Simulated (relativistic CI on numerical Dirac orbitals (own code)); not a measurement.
# Tb¹⁶⁺: sensitivity of the levels to the model

Base calculation: Dirac-Coulomb-Breit CI, separate exchange-only KLI orbitals for each configuration, model QED (radiative potential, 1s self-energy scaled to tabulated hydrogen-like ionisation energies), unscaled Slater integrals.

CI space (outside the closed core [Kr]): 4d¹⁰4f³, 4d¹⁰4f²5s, 4d¹⁰4f5s², 4d¹⁰4f5s5p, 4d¹⁰4f²5p, 4d¹⁰4f5p², 4d¹⁰4f5s5d, 4d⁹4f⁴, 4d¹⁰4f²5d, 4d¹⁰4f5p5d, 4d⁹4f²5s², 4d¹⁰4f5d², 4d¹⁰4f²6s, 4d¹⁰4f²5f, 4d⁹4f³5s, 4d¹⁰4f²6p. Levels of other configurations are missing.

Variants: (1) valence Slater integrals scaled by 0.9; (2) Breit term removed; (3) only the first 3 configurations. Shifts of the energy above 4d¹⁰4f³ ⁴I°9/2, in cm⁻¹, for the lowest level and the first level of each name with at least 55 % of one term (blank where a level changes its place among those of its configuration and J or its character, or is not in the variant):

```csv
Level,Base,Δ(1),Δ(2),Δ(3)
4d¹⁰4f³ ⁴I°9/2,0.0,0.0,0.0,0.0
4d¹⁰4f³ ⁴I°11/2,5636.8,+86.8,+524.6,+2.9
4d¹⁰4f³ ⁴I°13/2,11348.0,+84.6,+1067.6,+7.0
4d¹⁰4f³ ⁴I°15/2,17030.0,+7.3,+1611.9,+11.6
4d¹⁰4f³ ⁴F°3/2,26429.4,-2400.9,-118.9,-5.3
4d¹⁰4f³ ²H°9/2,27049.8,-2279.0,+288.3,+34.2
4d¹⁰4f³ ⁴F°5/2,29739.3,-2274.0,+252.3,-10.1
4d¹⁰4f³ ⁴S°3/2,31904.1,-2368.1,+320.7,-18.9
4d¹⁰4f³ ⁴F°7/2,32049.7,-2361.1,+495.1,-4.2
4d¹⁰4f³ ⁴F°9/2,35556.1,-2220.8,+887.6,+0.5
4d¹⁰4f³ ²H°11/2,36503.1,-2248.8,+1059.2,+40.0
4d¹⁰4f³ ²G°7/2,39172.9,-2959.6,+478.0,+22.8
4d¹⁰4f³ ⁴G°5/2,39639.2,-3588.3,-28.9,+39.1
4d¹⁰4f³ ²K°13/2,41731.8,-3344.8,+862.8,-23.8
4d¹⁰4f³ ⁴G°7/2,44666.0,-3344.4,+549.7,+29.3
4d¹⁰4f³ ⁴G°9/2,46330.6,-3215.5,+892.9,+20.8
4d¹⁰4f³ ²K°15/2,47306.3,-3447.3,+1320.3,-18.8
4d¹⁰4f³ ⁴G°11/2,51879.2,-3535.5,+1265.5,+17.8
4d¹⁰4f³ ²P°1/2,52137.8,-4238.5,+382.3,+97.2
4d¹⁰4f³ ²D°5/2,53847.4,-4080.0,+684.5,+54.6
4d¹⁰4f³ ²I°11/2,63744.9,-5553.0,+696.3,+5.5
4d¹⁰4f³ ⁴D°3/2,64658.6,-5865.8,+142.2,+113.2
```

At this charge transitions that keep the count of f electrons are usually good to a few per cent. Terms inside the open d or f shell come out 10 to 20 % too wide with unscaled integrals. Levels that differ in their count of f electrons can be misplaced by several ten thousand cm⁻¹, since the correlation energy of f electrons is missing or only estimated; rates across such gaps can be off by orders of magnitude.

Ionisation energy from one configuration of each of the two ions, the ground ones as tabulated or assumed: base 353.683 eV; valence Slater integrals scaled by 0.9 353.353 eV; Breit term removed 353.607 eV. The NIST ASD value (theoretical) is 358 ± 17 eV.

LS names give the leading component of a level, which can be under half, so a name can repeat, a term be missing and a line seem to break the LS rules.
